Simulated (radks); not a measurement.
Results of a calculation; reference values are marked as such.
Question: The zinc ion Zn12+ is in [Ar]. Code: a radial shooting solver on a logarithmic mesh with Libxc functionals. Model: non-relativistic Kohn-Sham, PBE, spin-polarised, spherical densities, point nucleus. Open shells are filled with parallel spins first. One electron is removed from 2p, 3s, 2s, 3p in turn, with full relaxation. Which removal costs least, and what does each cost?

Answer: 3p 417.69 eV; 3s 461.30 eV; 2p 1422.6 eV; 2s 1549.6 eV. The 3p electron leaves first.
